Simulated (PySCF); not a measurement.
C$_{4}$H$_{7}$O, doublet (typed; the unrestricted solution is spin-contaminated), geometry from GFN2-xTB, with bond 10-4 at 1.8 times its length; HF/6-31G in PySCF.

PySCF was given this input:
```python
from pyscf import gto, scf

mol = gto.Mole()
mol.atom = '''
    C    -1.98606156    0.38777513   -0.02319402
    C    -0.63409118    0.43769205    0.54985105
    C     0.48260492   -0.15837745   -0.10825148
    C     1.81371040   -0.02607270    0.60358398
    O     0.37954257   -0.74434792   -1.18547737
    H    -1.96593829   -0.14902495   -0.96898695
    H    -2.37617628    1.39690193   -0.18006052
    H    -2.67898810   -0.10345583    0.66504900
    H    -0.48396581    0.93925237    1.49408330
    H     1.71242678   -0.85893319    2.37350524
    H     2.59133250   -0.51130391    0.02076336
    H     2.06297815    1.02508457    0.73416001
'''
mol.basis = '6-31g'
mol.spin = 1
mol.verbose = 4
mol.build()

mf = scf.UHF(mol)
mf.kernel()
mo_i, mo_e, stable_i, stable_e = mf.stability(internal=True, external=True, return_status=True, nroots=6, tol=1e-6)
print('internally stable:', stable_i, ' externally stable:', stable_e)
if not stable_i:
    umf = mf.copy()
    umf.scf_summary = {}
    umf.kernel(umf.make_rdm1(mo_i, mf.mo_occ))
```

**Question.** Predict the main parts of the log of this PySCF run.

**Answer.** 
```
PySCF version 2.14.0

[INPUT] verbose = 4
[INPUT] num. atoms = 12
[INPUT] num. electrons = 39
[INPUT] charge = 0
[INPUT] spin (= nelec alpha-beta = 2S) = 1
[INPUT] symmetry False subgroup None
[INPUT] Mole.unit = angstrom
[INPUT] Symbol           X                Y                Z      unit          X                Y                Z       unit  Magmom
[INPUT]  1 C     -1.986061560000   0.387775130000  -0.023194020000 AA   -3.753112414926   0.732788793618  -0.043830345528 Bohr   0.0
[INPUT]  2 C     -0.634091180000   0.437692050000   0.549851050000 AA   -1.198258668202   0.827118101399   1.039067893805 Bohr   0.0
[INPUT]  3 C      0.482604920000  -0.158377450000  -0.108251480000 AA    0.911991125168  -0.299290004807  -0.204565649779 Bohr   0.0
[INPUT]  4 C      1.813710400000  -0.026072700000   0.603583980000 AA    3.427415925275  -0.049270262328   1.140608415375 Bohr   0.0
[INPUT]  5 O      0.379542570000  -0.744347920000  -1.185477370000 AA    0.717231509914  -1.406613710190  -2.240227556170 Bohr   0.0
[INPUT]  6 H     -1.965938290000  -0.149024950000  -0.968986950000 AA   -3.715084945896  -0.281616341227  -1.831119953778 Bohr   0.0
[INPUT]  7 H     -2.376176280000   1.396901930000  -0.180060520000 AA   -4.490322392888   2.639762070576  -0.340265068647 Bohr   0.0
[INPUT]  8 H     -2.678988100000  -0.103455830000   0.665049000000 AA   -5.062553799969  -0.195503184690   1.256760469416 Bohr   0.0
[INPUT]  9 H     -0.483965810000   0.939252370000   1.494083300000 AA   -0.914562834553   1.774929741149   2.823408244286 Bohr   0.0
[INPUT] 10 H      1.712426780000  -0.858933190000   2.373505240000 AA    3.236017622571  -1.623148488399   4.485274858820 Bohr   0.0
[INPUT] 11 H      2.591332500000  -0.511303910000   0.020763360000 AA    4.896908722684  -0.966224356319   0.039237063826 Bohr   0.0
[INPUT] 12 H      2.062978150000   1.025084570000   0.734160010000 AA    3.898463704462   1.937129091818   1.387361350508 Bohr   0.0

nuclear repulsion = 165.517072665388
number of shells = 39
number of NR pGTOs = 138
number of NR cGTOs = 59
basis = 6-31g
ecp = {}

******** <class 'pyscf.scf.uhf.UHF'> ********
method = UHF
initial guess = minao
damping factor = 0
level_shift factor = 0
DIIS = <class 'pyscf.scf.diis.CDIIS'>
diis_start_cycle = 1
diis_space = 8
diis_damp = 0
SCF conv_tol = 1e-09
SCF conv_tol_grad = None
SCF max_cycles = 50
direct_scf = True
direct_scf_tol = 1e-13
number electrons alpha = 20  beta = 19
Set gradient conv threshold to 3.16228e-05
init E= -230.82879438238

cycle= 1 E= -229.950942638081  delta_E= 0.878  |g|= 0.534  |ddm|= 2.16
cycle= 2 E= -230.028604036055  delta_E= -0.0777  |g|= 0.497  |ddm|= 1.26
cycle= 3 E= -230.127859881026  delta_E= -0.0993  |g|= 0.0625  |ddm|= 0.653
cycle= 4 E= -230.136637367605  delta_E= -0.00878  |g|= 0.0355  |ddm|= 0.172
cycle= 5 E= -230.140227886089  delta_E= -0.00359  |g|= 0.0268  |ddm|= 0.106
cycle= 6 E= -230.143111088143  delta_E= -0.00288  |g|= 0.0219  |ddm|= 0.0935
cycle= 7 E= -230.145439919713  delta_E= -0.00233  |g|= 0.021  |ddm|= 0.0684
cycle= 8 E= -230.145997057757  delta_E= -0.000557  |g|= 0.0213  |ddm|= 0.0153
cycle= 9 E= -230.144044340793  delta_E= 0.00195  |g|= 0.0185  |ddm|= 0.0657
cycle= 10 E= -230.143683713284  delta_E= 0.000361  |g|= 0.0127  |ddm|= 0.0843
cycle= 11 E= -230.144676329203  delta_E= -0.000993  |g|= 0.00655  |ddm|= 0.112
cycle= 12 E= -230.144458061203  delta_E= 0.000218  |g|= 0.00303  |ddm|= 0.0613
cycle= 13 E= -230.144467104817  delta_E= -9.04e-06  |g|= 0.00122  |ddm|= 0.0123
cycle= 14 E= -230.144471868984  delta_E= -4.76e-06  |g|= 0.000694  |ddm|= 0.0103
cycle= 15 E= -230.144470525165  delta_E= 1.34e-06  |g|= 0.000211  |ddm|= 0.00441
cycle= 16 E= -230.144470597717  delta_E= -7.26e-08  |g|= 0.000116  |ddm|= 0.000805
cycle= 17 E= -230.144470614311  delta_E= -1.66e-08  |g|= 3.93e-05  |ddm|= 0.000658
cycle= 18 E= -230.144470617431  delta_E= -3.12e-09  |g|= 1.69e-05  |ddm|= 0.000145
cycle= 19 E= -230.14447061788  delta_E= -4.48e-10  |g|= 9.19e-06  |ddm|= 6.18e-05
Extra cycle  E= -230.144470618007  delta_E= -1.27e-10  |g|= 6.47e-06  |ddm|= 1.56e-05
converged SCF energy = -230.144470618007  <S^2> = 0.92296109  2S+1 = 2.1660666
uhf_internal: lowest eigs of H = [-0.21199966  0.13974734  0.23425055  0.40341549  0.44050495  0.4553835 ]
<class 'pyscf.scf.uhf.UHF'> wavefunction has an internal instability
uhf_real2complex: lowest eigs of H = [0.07473514 0.17985119 0.18198919 0.23437375 0.23945351 0.24792564]
<class 'pyscf.scf.uhf.UHF'> wavefunction is stable in the real -> complex stability analysis
uhf_external: lowest eigs of H = [-1.07360607e-01 -2.63875771e-06  7.72753351e-02  9.13324249e-02
  1.80836002e-01  2.05510023e-01]
<class 'pyscf.scf.uhf.UHF'> wavefunction has an UHF/UKS -> GHF/GKS instability
internally stable: False  externally stable: False

******** <class 'pyscf.scf.uhf.UHF'> ********
method = UHF
initial guess = minao
damping factor = 0
level_shift factor = 0
DIIS = <class 'pyscf.scf.diis.CDIIS'>
diis_start_cycle = 1
diis_space = 8
diis_damp = 0
SCF conv_tol = 1e-09
SCF conv_tol_grad = None
SCF max_cycles = 50
direct_scf = True
direct_scf_tol = 1e-13
number electrons alpha = 20  beta = 19
Set gradient conv threshold to 3.16228e-05
init E= -230.10845068185
cycle= 1 E= -230.14901334696  delta_E= -0.0406  |g|= 0.0615  |ddm|= 0.237
cycle= 2 E= -230.156649929888  delta_E= -0.00764  |g|= 0.0318  |ddm|= 0.11
cycle= 3 E= -230.159656598669  delta_E= -0.00301  |g|= 0.0174  |ddm|= 0.0864
cycle= 4 E= -230.16042932884  delta_E= -0.000773  |g|= 0.00819  |ddm|= 0.0463
cycle= 5 E= -230.160628217886  delta_E= -0.000199  |g|= 0.00372  |ddm|= 0.0269
cycle= 6 E= -230.160665006487  delta_E= -3.68e-05  |g|= 0.00132  |ddm|= 0.0152
cycle= 7 E= -230.160668163745  delta_E= -3.16e-06  |g|= 0.000519  |ddm|= 0.00378
cycle= 8 E= -230.16066870651  delta_E= -5.43e-07  |g|= 0.000262  |ddm|= 0.00135
cycle= 9 E= -230.160668880135  delta_E= -1.74e-07  |g|= 0.000111  |ddm|= 0.00095
cycle= 10 E= -230.160668914981  delta_E= -3.48e-08  |g|= 7.6e-05  |ddm|= 0.000336
cycle= 11 E= -230.160668940081  delta_E= -2.51e-08  |g|= 5.25e-05  |ddm|= 0.000293
cycle= 12 E= -230.160668957355  delta_E= -1.73e-08  |g|= 2.65e-05  |ddm|= 0.000333
cycle= 13 E= -230.160668961999  delta_E= -4.64e-09  |g|= 9.92e-06  |ddm|= 0.00022
cycle= 14 E= -230.160668962381  delta_E= -3.82e-10  |g|= 4.61e-06  |ddm|= 4.99e-05
Extra cycle  E= -230.160668962422  delta_E= -4.09e-11  |g|= 3.22e-06  |ddm|= 8.14e-06
converged SCF energy = -230.160668962422  <S^2> = 1.461289  2S+1 = 2.6163249
```
